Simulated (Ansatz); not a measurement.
Computed with Ansatz on PBE0-D4/def2-TZVP structures; ΔE is electronic, products minus reactants. CCSD(T)/CBS adds triple-zeta CCSD(T) − MP2 to the extrapolated MP2 energy (def2 sets, frozen cores). DFT in def2-TZVPP. Elements past krypton have def2 core potentials. For Sn outer-core shells are correlated without core-valence functions, which leaves a few kJ/mol of doubt a bond. One conformer a species, not always the lowest.

Consider the redistribution: `FBN[CH2][SnH3]` + `[OH][Al]([OH])[SiH3]` → `[OH][Al]([SiH3])[SnH3]` + `OCNBF`.

`FBN[CH2][SnH3]`:

Z-matrix (Å, degrees):
```
C
Sn 1 2.170
N 1 1.446 2 112.5
H 1 1.093 2 108.9 3 123.6
H 1 1.090 2 107.9 3 -120.1
H 2 1.712 1 107.7 3 -53.2
H 2 1.706 1 109.2 3 65.1
H 2 1.709 1 111.2 3 -173.1
B 3 1.391 1 126.6 2 -110.4
H 3 1.007 1 115.4 2 67.7
F 9 1.340 3 119.4 1 -0.8
H 9 1.196 3 121.3 1 179.1
```

`[OH][Al]([OH])[SiH3]`:

Cartesian coordinates in Å:
```
O -1.494 1.395 -0.569
Al -0.102 0.683 0.084
O 1.095 1.545 0.915
Si 0.219 -1.712 -0.197
H -1.729 2.320 -0.536
H 1.108 2.484 1.089
H 1.276 -1.981 -1.214
H -1.028 -2.387 -0.649
H 0.655 -2.348 1.077
```

`[OH][Al]([SiH3])[SnH3]`:

Z-matrix (Å, degrees):
```
Si
Al 1 2.462
H 1 1.492 2 110.7
H 1 1.492 2 110.6 3 -118.5
H 1 1.492 2 112.9 3 120.8
Sn 2 2.655 1 126.2 3 57.0
O 2 1.699 1 120.2 3 -122.9
H 6 1.712 2 112.3 1 4.9
H 6 1.711 2 112.4 1 125.1
H 6 1.712 2 112.1 1 -114.8
H 7 0.957 2 123.6 1 0.3
```

`OCNBF`:

Cartesian coordinates in Å:
```
O -0.227 -0.812 -1.619
C -0.290 -0.809 -0.208
N -0.342 0.538 0.246
B 0.710 1.219 0.854
F 0.549 2.503 1.186
H -0.379 -1.709 -1.930
H -1.178 -1.359 0.130
H 0.599 -1.278 0.231
H -1.189 1.032 0.009
H 1.747 0.675 1.102
```

CCSD(T)/CBS gives +138.3 kJ/mol.

**Question.** Another level gave +136.6 kJ/mol. Which?
A. SCS-MP2/def2-TZVPP
B. r2SCAN/def2-TZVPP
C. PBE0-D4/def2-TZVPP
D. B2PLYP/def2-TZVPP

**Answer.** D. B2PLYP 136.6, r2SCAN 129.8, PBE0-D4 118.0, SCS-MP2/def2-TZVPP 144.3 kJ/mol.

Largest T1 diagnostic among the species: 0.014.

In def2-TZVPP, CCSD(T) changes the Hartree–Fock value by +11.8 kJ/mol (the triples alone add +0.8 kJ/mol) and MP2 by +23.8 kJ/mol. The D4 term adds +3.8 kJ/mol with B3LYP and +1.9 kJ/mol with PBE0; it sums over pairs of atoms, weighted by their polarisabilities, and B3LYP, whose exchange is more repulsive, gets the larger term.

B3LYP here is the variant with VWN-RPA as its local correlation; programs differ in this.
